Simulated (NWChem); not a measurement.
System: diantimony (Sb₂); SMILES [Sb]#[Sb]

Output (shortened):

```
             Northwest Computational Chemistry Package (NWChem) 7.3.0
             --------------------------------------------------------

 ORDER OF PRIMARY AXIS IS BEING SET TO 4
 D4H symmetry detected

                             Geometry "geometry" -> ""
                             -------------------------

 Output coordinates in angstroms (scale by  1.889725989 to convert to a.u.)

  No.       Tag          Charge          X              Y              Z
 ---- ---------------- ---------- -------------- -------------- --------------
    1 Sb                  51.0000     0.00000000     0.00000000     1.23910700
    2 Sb                  51.0000     0.00000000     0.00000000    -1.23910700

 Effective nuclear repulsion energy (a.u.)     555.3959523464

      Symmetry information
      --------------------

 Group name             D4h
 Group number             28
 Group order              16
 No. of unique centers     1

 Summary of "ao basis" -> "ao basis" (spherical)
 ------------------------------------------------------------------------------
       Tag                 Description            Shells   Functions and Types
 ---------------- ------------------------------  ------  ---------------------
 Sb                        def2-svpd                12       32   5s4p3d

      Symmetry analysis of basis
      --------------------------

        a1g        12
        a1u         0
        a2g         0
        a2u        12
        b1g         3
        b1u         3
        b2g         3
        b2u         3
        eg         14
        eu         14

  itol2e modified to match energy
  convergence criterion.
  tol_rho modified to match energy
  convergence criterion.

            General Information
            -------------------
          SCF calculation type: DFT
          Wavefunction type:  closed shell.
          No. of atoms     :     2
          No. of electrons :    46
           Alpha electrons :    23
            Beta electrons :    23
          Charge           :     0
          Spin multiplicity:     1
          Use of symmetry is: on ; symmetry adaption is: on
          Maximum number of iterations: 150
          AO basis - number of functions:    64
                     number of shells:    24
          Convergence on energy requested:  1.00D-09
          Convergence on density requested:  1.00D-08
          Convergence on gradient requested:  1.00D-07

              XC Information
              --------------
          PerdewBurkeErnzerhof Exchange Functional  1.000
            Perdew 1991 LDA Correlation Functional  1.000 local
           PerdewBurkeErnz. Correlation Functional  1.000 non-local

             Grid Information
             ----------------
          Grid used for XC integration:  medium
          Radial quadrature: Mura-Knowles
          Angular quadrature: Lebedev.
          Tag              B.-S. Rad. Rad. Pts. Rad. Cut. Ang. Pts.
          ---              ---------- --------- --------- ---------
          Sb                  1.45      123          11.0       590
          Grid pruning is: on
          Number of quadrature shells:   123
          Spatial weights used:  Erf1

      Superposition of Atomic Density Guess
      -------------------------------------

 Sum of atomic energies:        -555.21696975

      Non-variational initial energy
      ------------------------------

 Total energy =    -478.525576
 1-e energy   =   -1064.484766
 2-e energy   =     473.000921
 HOMO         =      -0.239769
 LUMO         =      -0.078908

      Symmetry analysis of molecular orbitals - initial
      -------------------------------------------------

 !! scf_movecs_sym_adapt:   12 vectors were symmetry contaminated

  Symmetry fudging

 !! scf_movecs_sym_adapt:   12 vectors were symmetry contaminated

  Numbering of irreducible representations:

     1 a1g         2 a1u         3 a2g         4 a2u         5 b1g
     6 b1u         7 b2g         8 b2u         9 eg         10 eu

  Orbital symmetries:

     1 a1g         2 a2u         3 a1g         4 a2u         5 eu
     6 eu          7 eg          8 eg          9 a1g        10 eu
    11 eu         12 b1g        13 b2g        14 b2u        15 b1u
    16 eg         17 eg         18 a2u        19 a1g        20 a2u
    21 a1g        22 eu         23 eu         24 eg         25 eg
    26 a2u        27 a1g        28 b2g        29 b1g        30 a2u
    31 a1g        32 eu         33 eu

   convergence    iter        energy       DeltaE   RMS-Dens  Diis-err
 ---------------- ----- ----------------- --------- --------- ---------
 d= 0,ls=0.0,diis     1   -480.5002615046 -5.93D+02  1.88D-02  1.12D-01
 d= 0,ls=0.0,diis     2   -480.5169783011 -1.67D-02  4.67D-03  1.11D-02
 d= 0,ls=0.0,diis     3   -480.5185532004 -1.57D-03  1.57D-03  6.10D-03
 d= 0,ls=0.0,diis     4   -480.5196489137 -1.10D-03  1.05D-04  8.35D-06
 d= 0,ls=0.0,diis     5   -480.5196503876 -1.47D-06  3.93D-05  2.58D-06
 d= 0,ls=0.0,diis     6   -480.5196508084 -4.21D-07  1.09D-06  1.14D-09
 d= 0,ls=0.0,diis     7   -480.5196508086 -1.43D-10  3.44D-08  2.27D-12
 d= 0,ls=0.0,diis     8   -480.5196508086 -1.14D-13  1.93D-09  4.99D-15

         Total DFT energy =     -480.519650808556
      One electron energy =    -1065.377751123375
           Coulomb energy =      510.637598207447
    Exchange-Corr. energy =      -38.737767324097
 Nuclear repulsion energy =      112.958269431470

 Numeric. integr. density =       45.999999955858

                  Occupations of the irreducible representations
                  ----------------------------------------------

                     irrep           alpha         beta
                     --------     --------     --------
                     a1g               5.0          5.0
                     a1u               0.0          0.0
                     a2g               0.0          0.0
                     a2u               4.0          4.0
                     b1g               1.0          1.0
                     b1u               1.0          1.0
                     b2g               1.0          1.0
                     b2u               1.0          1.0
                     eg                4.0          4.0
                     eu                6.0          6.0

                       DFT Final Molecular Orbital Analysis
                       ------------------------------------

 Vector   21  Occ=2.000000D+00  E=-2.251029D-01  Symmetry=a1g
              MO Center= -2.8D-16, -1.4D-16,  3.3D-15, r^2= 4.8D+00
   Bfn.  Coefficient  Atom+Function         Bfn.  Coefficient  Atom+Function
  ----- ------------  ---------------      ----- ------------  ---------------
    14      0.441967  1 Sb pz                46     -0.441967  2 Sb pz
    17      0.264064  1 Sb pz                49     -0.264064  2 Sb pz
    11     -0.163560  1 Sb pz                43      0.163560  2 Sb pz
     3      0.152972  1 Sb s                 35      0.152972  2 Sb s
     8     -0.131603  1 Sb pz                40      0.131603  2 Sb pz

 Vector   22  Occ=2.000000D+00  E=-2.109831D-01  Symmetry=eu
              MO Center= -2.3D-16, -1.6D-15,  1.5D-15, r^2= 3.7D+00
   Bfn.  Coefficient  Atom+Function         Bfn.  Coefficient  Atom+Function
  ----- ------------  ---------------      ----- ------------  ---------------
    13      0.297943  1 Sb py                45      0.297943  2 Sb py
    12     -0.264214  1 Sb px                44     -0.264214  2 Sb px
    16      0.238813  1 Sb py                48      0.238813  2 Sb py
    15     -0.211778  1 Sb px                47     -0.211778  2 Sb px
    10     -0.110169  1 Sb py                42     -0.110169  2 Sb py

 Vector   23  Occ=2.000000D+00  E=-2.109831D-01  Symmetry=eu
              MO Center= -1.2D-16, -1.1D-16,  1.2D-16, r^2= 3.7D+00
   Bfn.  Coefficient  Atom+Function         Bfn.  Coefficient  Atom+Function
  ----- ------------  ---------------      ----- ------------  ---------------
    12      0.297943  1 Sb px                44      0.297943  2 Sb px
    13      0.264214  1 Sb py                45      0.264214  2 Sb py
    15      0.238813  1 Sb px                47      0.238813  2 Sb px
    16      0.211778  1 Sb py                48      0.211778  2 Sb py
     9     -0.110169  1 Sb px                41     -0.110169  2 Sb px

 Vector   24  Occ=0.000000D+00  E=-1.246031D-01  Symmetry=eg
              MO Center= -4.6D-16, -6.8D-16, -4.4D-15, r^2= 4.9D+00
   Bfn.  Coefficient  Atom+Function         Bfn.  Coefficient  Atom+Function
  ----- ------------  ---------------      ----- ------------  ---------------
    12      0.323230  1 Sb px                44     -0.323230  2 Sb px
    15      0.320722  1 Sb px                47     -0.320722  2 Sb px
    13      0.293590  1 Sb py                45     -0.293590  2 Sb py
    16      0.291311  1 Sb py                48     -0.291311  2 Sb py
     9     -0.115205  1 Sb px                41      0.115205  2 Sb px

 Vector   25  Occ=0.000000D+00  E=-1.246031D-01  Symmetry=eg
              MO Center= -1.6D-14,  1.7D-14, -8.1D-15, r^2= 4.9D+00
   Bfn.  Coefficient  Atom+Function         Bfn.  Coefficient  Atom+Function
  ----- ------------  ---------------      ----- ------------  ---------------
    13      0.323230  1 Sb py                45     -0.323230  2 Sb py
    16      0.320722  1 Sb py                48     -0.320722  2 Sb py
    12     -0.293590  1 Sb px                44      0.293590  2 Sb px
    15     -0.291311  1 Sb px                47      0.291311  2 Sb px
    10     -0.115205  1 Sb py                42      0.115205  2 Sb py

[...]

                         DFT ENERGY GRADIENTS

    atom               coordinates                        gradient
                 x          y          z           x          y          z
   1 Sb      0.000000   0.000000   2.341573    0.000000   0.000000  -0.013047
   2 Sb      0.000000   0.000000  -2.341573    0.000000   0.000000   0.013047
```

Level: PBE/def2-SVPD with def2 effective core potentials on Sb. Coordinates come from a PBE0/def2-SVP optimisation. def2 effective core potentials on Sb; no spin-orbit coupling.

Question: Reconstruct the input file.

Answer: This is not unique; one that fits is the input that was run:
```
start job
memory heap 200 mb stack 900 mb global 1100 mb
geometry units angstroms noautoz
  Sb     0.000000     0.000000     1.239107
  Sb     0.000000     0.000000    -1.239107
end
basis spherical
  Sb library def2-svpd
end
ecp
  Sb library def2-ecp
end
dft
  xc xpbe96 cpbe96
  iterations 150
  convergence energy 1d-9 density 1d-8 gradient 1d-7
  tolerances tight
end
task dft gradient
```
